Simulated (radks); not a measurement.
Task: All-electron atom: Se4+ in [Ar] 3d9.75 4s2 4p0.25 (fractional occupations, a model configuration). All-electron calculation, scalar-relativistic Kohn-Sham, OLYP, spin-polarised, spherical densities, finite nucleus; open shells are filled with parallel spins first; Fermi nuclear charge, rms radius 4.14 fm. Program: a radial shooting solver on a logarithmic mesh with Libxc functionals. Some entries of the table are withheld. Estimate them.

| orbital | occ. | eigenvalue (hartree) | <r> (bohr) | <1/r> (bohr^-1) |
|---|---|---|---|---|
| 1s up | 1 | -461.5829 | 0.04409 | 34.55 |
| 1s down | 1 | -461.5820 | 0.04409 | 34.55 |
| 2s up | 1 | -61.20098 | 0.1959 | 7.634 |
| 2s down | 1 | -61.19088 | 0.1959 | 7.635 |
| 2p up | 3 | -54.09525 | 0.1711 | 7.475 |
| 2p down | 3 | -54.08730 | 0.1711 | 7.476 |
| 3s up | 1 | -9.89760 | 0.5719 | 2.497 |
| 3s down | 1 | -9.88235 | 0.5720 | 2.496 |
| 3p up | 3 | -7.66915 | 0.5859 | 2.348 |
| 3p down | 3 | -7.65373 | 0.5861 | 2.347 |
| 3d up | 5 | -3.98836 | 0.6156 | 2.063 |
| 3d down | 4.75 | -3.97158 | 0.6157 | 2.062 |
| 4s up | 1 | (1) | 1.578 | 0.8432 |
| 4s down | 1 | (2) | 1.581 | 0.8427 |
| 4p up | 0.25 | -1.79652 | 1.785 | (3) |
| 4p down | 0 | -1.77553 | 1.795 | (4) |
| 4d up | 0 | -1.10402 | 2.405 | 0.5388 |
| 4d down | 0 | -1.09240 | 2.432 | 0.5310 |
| 5s up | 0 | -1.00012 | (5) | 0.4014 |
| 5s down | 0 | -0.99760 | (6) | 0.4044 |

Result: 
(1) 4s up eigenvalue (hartree): -2.30322
(2) 4s down eigenvalue (hartree): -2.28054
(3) 4p up <1/r> (bohr^-1): 0.7369
(4) 4p down <1/r> (bohr^-1): 0.7334
(5) 5s up <r> (bohr): 3.315
(6) 5s down <r> (bohr): 3.302
